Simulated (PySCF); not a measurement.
**Excitation energy of N⁺ by level of theory**

N⁺ [He] 2s2 2p2 (3P) → N⁺ [He] 2s1 2p2 3s1 (5P), as a difference of total energies. Calculation: PySCF 2.14, in aug-cc-pCVTZ-DK with one added diffuse shell each of s, p, d, f type (8s7p5d3f, 75 functions); scalar relativity by spin-free X2C-1e. Correlated levels: valence: 1s2 frozen. The calculations carry no spin-orbit coupling.

| method | excitation energy (eV) |
| --- | --- |
| UHF | 23.386 |
| MP2 (valence) | 24.922 |
| SCS-MP2 (valence) | 25.327 |
| CCSD (valence) | 25.336 |
| CCSD(T) (valence) | 25.378 |

Task: How much does correlation contribute at CCSD(T) (valence)?

Result: 25.378 − (23.386) = 1.992 eV, measured against UHF.

The promoted electron is Rydberg-like, and one or two diffuse shells describe it only roughly, which tends to raise the upper state.
